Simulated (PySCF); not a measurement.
Species: H3SiCF3.
Z-matrix (Å and degrees, GFN2-xTB geometry), rows numbered from 1:
```
F 
C   1  1.3485
F   2  1.3485  1  106.08
F   2  1.3486  1  106.05  3  -112.47
Si  2  1.9482  1  112.72  3   123.83
H   5  1.4581  2  104.59  1   -59.97
H   5  1.4580  2  104.36  1    60.13
H   5  1.4579  2  104.25  1  -180.00
```

Theory: PBE0/def2-SVPD in PySCF (dipole) on a GFN2-xTB geometry, gas phase.

Masses are those of the commonest isotopes; rigid-rotor values at the optimised geometry. 

Q: What are A, B and C (MHz)?

A: Ia = 94.24, Ib = 174.75, Ic = 174.77 u·Å²; 505379 MHz·u·Å²/I gives A = 5362, B = 2892, C = 2892 MHz.

Q: Classify the top.

A: A prolate symmetric top, as the point group C3v requires two equal moments: κ = (2 × 2892 − 5362 − 2892)/(5362 − 2892) = -1.00.

Q: Where do the R-branch lines fall?

A: The dipole of 2.67 D lies along the symmetry axis, so ΔK = 0 and J+1 ← J falls at 2B(J+1) for every K: 5.78 GHz, 11.57 GHz, 17.35 GHz, 23.13 GHz, 28.92 GHz for J = 0 to 4.

Q: Estimate the classical rotational partition function at 25 K, 200 K and 298.15 K.

A: Point group C3v, symmetry number σ = 3; q = (√π/σ)·√((kT/h)³/(ABC)), k/h = 20836.6 MHz/K: 1050 at 25 K, 23700 at 200 K, 43200 at 298.15 K.

GFN2-xTB frequencies: not computed here. Zero-point vibration and centrifugal distortion are left out.

Hardware: one thread, x86-64 server, no GPU, on a shared host. Cost: 6.9 s. This is the PBE0/def2-SVPD job that gave the dipole, with the excitations it also computed.
